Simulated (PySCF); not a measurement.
Compound: C₁₁H₁₄.
Atom-mapped SMILES: `[CH:1]#[C:2][C@@H:3]1[CH2:4][C@H:5]2[CH:6]=[CH:7][C@:8]1([CH3:9])[CH2:10][CH2:11]2` (hydrogens: H12 on C1; H13 on C3; H14, H15 on C4; H16 on C5; H17 on C6; H18 on C7; H19, H20, H21 on C9; H22, H23 on C10; H24, H25 on C11)

A GFN2-xTB structure was refined with PBE0-D3(BJ)/def2-SVP geometry optimisation, gas phase in PySCF 2.14.0. Its GFN2-xTB values:

```csv
coordinate,GFN2-xTB
C1≡C2,1.197 Å
C1–H12,1.049 Å
C2–C3,1.449 Å
C3–C4,1.543 Å
C3–C8,1.556 Å
C4–H14,1.091 Å
C4–H15,1.091 Å
C6=C7,1.324 Å
C6–H17,1.078 Å
C7–C8,1.499 Å
C7–H18,1.078 Å
C9–H19,1.088 Å
C10–H22,1.091 Å
C10–H23,1.091 Å
C11–H24,1.091 Å
C11–H25,1.091 Å
C1–C2–C3,178.9°
C2–C3–C4,110.9°
C2–C3–C8,111.1°
C3–C8–C7,106.8°
C3–C8–C9,111.0°
C6–C7–C8,115.1°
C8–C10–C11,110.1°
C9–C8–C10,111.3°
C2–C3–C4–C5,-124°
C2–C3–C8–C7,178°
```

Task: How do these coordinates change at the PBE0-D3(BJ)/def2-SVP level?

Result: 
```csv
coordinate,PBE0-D3(BJ)/def2-SVP (Å or °),change
C1–H12,1.074,+0.025
C7–H18,1.094,+0.016
C6–H17,1.093,+0.015
C1≡C2,1.212,+0.015
C3–C8,1.570,+0.014
C6=C7,1.338,+0.014
C9–H19,1.101,+0.013
C3–C4,1.554,+0.011
C11–H25,1.102,+0.011
C10–H22,1.101,+0.010
C2–C3,1.459,+0.010
C7–C8,1.509,+0.010
C10–H23,1.100,+0.009
C11–H24,1.100,+0.009
C4–H15,1.100,+0.009
C4–H14,1.099,+0.008
C2–C3–C4,112.1,+1.2
C2–C3–C8,112.2,+1.1
C1–C2–C3,179.7,+0.8
C3–C8–C7,106.0,-0.8
C3–C8–C9,111.6,+0.6
C8–C10–C11,110.5,+0.4
C9–C8–C10,111.7,+0.4
C6–C7–C8,115.4,+0.3
C2–C3–C4–C5,-126,-2
C2–C3–C8–C7,-179,+3
```

The energy falls by 7.8 kJ/mol over 6 energy and gradient evaluations, the largest force component goes from 0.0224 to 2.8e-04 Eh/bohr, and the atoms move by 0.049 Å rms after alignment. The bond that changes most is C1–H12 (terminal alkyne carbon to alkyne hydrogen), which lengthens by 0.025 Å. Bonds longer at the end by more than 0.005 Å: 21 of 26; shorter: 0. Rotational constants go from 1739, 1147, 956.3 to 1726, 1119, 935.0 MHz.

The run used 224 basis functions and 40 SCF cycles in all.

No frequency check.
